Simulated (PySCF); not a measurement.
A PySCF run on CsMg

State: ²Σ⁺ (doublet), unpaired electrons σ ↑.

An equivalent input (the run itself took its basis sets from the Basis Set Exchange, started from a PBE0 density and held the occupation σ 7α 6β, πx 2α 2β, πy 2α 2β):

```python
from pyscf import gto, dft
mol = gto.M(atom='Cs 0 0 0; Mg 0 0 4.373', basis={'Cs': 'def2-SVPD', 'Mg': 'def2-SVPD'}, ecp={'Cs': 'def2-SVPD'},
            charge=0, spin=1, verbose=4, symmetry='C2v')
mf = dft.UKS(mol, xc='PBE')
mf.grids.atom_grid = (80, 434)
mf.grids.prune = dft.gen_grid.treutler_prune
mf.irrep_nelec = {'A1': (7, 6), 'B1': (2, 2), 'B2': (2, 2)}
mf.conv_tol = 1e-9
mf.max_cycle = 60
mf.diis_space = 10
mf.kernel()
```

The log (some set-up lines and the per-cycle HOMO/LUMO lines removed):

```
******** <class 'pyscf.dft.uks_symm.SymAdaptedUKS'> ********
method = SymAdaptedUKS
damping factor = 0
level_shift factor = 0
DIIS = <class 'pyscf.scf.diis.CDIIS'>
diis_start_cycle = 1
diis_space = 10
diis_damp = 0
SCF conv_tol = 1e-09
SCF conv_tol_grad = None
SCF max_cycles = 60
number electrons alpha = 11  beta = 10
Set gradient conv threshold to 3.16228e-05
init E= -220.024951129913
cycle= 1 E= -220.025385889558  delta_E= -0.000435  |g|= 0.00573  |ddm|= 0.131
cycle= 2 E= -220.025402067711  delta_E= -1.62e-05  |g|= 0.00198  |ddm|= 0.0235
cycle= 3 E= -220.025404476922  delta_E= -2.41e-06  |g|= 0.00108  |ddm|= 0.0156
cycle= 4 E= -220.025407188816  delta_E= -2.71e-06  |g|= 0.000233  |ddm|= 0.00978
cycle= 5 E= -220.025407387317  delta_E= -1.99e-07  |g|= 0.000103  |ddm|= 0.00255
cycle= 6 E= -220.025407435378  delta_E= -4.81e-08  |g|= 2.56e-05  |ddm|= 0.00129
cycle= 7 E= -220.025407438172  delta_E= -2.79e-09  |g|= 3.76e-06  |ddm|= 0.000167
cycle= 8 E= -220.025407438257  delta_E= -8.48e-11  |g|= 6.19e-07  |ddm|= 4.3e-05
Extra cycle  E= -220.025407438259  delta_E= -2.05e-12  |g|= 5.85e-07  |ddm|= 9.38e-06
converged SCF energy = -220.025407438259  <S^2> = 0.75287862  2S+1 = 2.0028766
```

Repeating this along the bond gives Re = 4.318 Å and ωe = 63.9 cm⁻¹.

A point of this curve took 0.51 CPU seconds beside 0.07 for the integrals, on Oxide Virtual Turin-like (shared host).

Spin–orbit coupling is left out. The state is the lowest determinant that a PBE0 search found; another state may lie lower at other levels.
